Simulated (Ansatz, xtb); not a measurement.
**C4H7F2NO: which of two isomers lies lower**

We compare I, `CC(=O)NCC(F)F`, a singlet, with II, `C[C@H](C(N)=O)C(F)F`, a singlet. Both are isolated molecules in the gas phase, relaxed with PBE0-D3(BJ)/def2-SVP, each in the lowest conformer that the search found.

**Question.** Estimate which is lower in electronic energy at CCSD(T)/def2-SVP + ΔMP2/def2-TZVPP, and by roughly how much.

**Answer.** The CCSD(T)/def2-SVP + ΔMP2/def2-TZVPP calculation puts structure II lower, by 3.9 kcal/mol.

The same difference at several levels:

```
                             level              geometry  E(II) − E(I) (kcal/mol)  departure from the last row (kcal/mol)  job, with rough time for the two
                          GFN2-xTB              GFN2-xTB                      +0.8                                    +4.8              optimisation, 0.23 s
                         HF/STO-3G              GFN2-xTB                      +1.6                                    +5.6              single point, 0.44 s
                r2SCAN-D4/def2-SVP              GFN2-xTB                      −4.5                                    −0.6               single point, 4.3 s
              PBE0-D3(BJ)/def2-SVP  PBE0-D3(BJ)/def2-SVP                      −4.1                                    −0.2             optimisation, 3.2 min
                       HF/def2-SVP  PBE0-D3(BJ)/def2-SVP                      −1.0                                    +3.0           part of the CCSD(T) run
                      MP2/def2-SVP  PBE0-D3(BJ)/def2-SVP                      −5.5                                    −1.6           part of the CCSD(T) run
                  CCSD(T)/def2-SVP  PBE0-D3(BJ)/def2-SVP                      −4.7                                    −0.7                      single point
CCSD(T)/def2-SVP + ΔMP2/def2-TZVPP  PBE0-D3(BJ)/def2-SVP                      −3.9                                                     single point, 2.3 min
```

As drawn, II has 1 C–C, 1 N–H in place of 1 C–N, 1 C–H.

GFN2-xTB, HF/STO-3G put the two in the other order. The largest departure from CCSD(T)/def2-SVP + ΔMP2/def2-TZVPP is that of HF/STO-3G, 5.6 kcal/mol. The last row adds to CCSD(T) the change of the MP2 difference between the two basis sets, here +0.7 kcal/mol.

With thermal terms from frequencies at re-optimised GFN2-xTB minima (ideal gas, soft modes damped towards free rotors, one conformer each, 298.15 K, 1 atm): the zero-point term adds +0.4 kcal/mol; ΔH is −3.7 and ΔG −2.9 kcal/mol.

The correlated steps freeze 8 core orbitals. Mirror images aren't counted in ΔG. Codes used: Ansatz 0.2.0, xtb 6.7.1; the last row on 4 threads of Arm Neoverse V1 on a shared host.
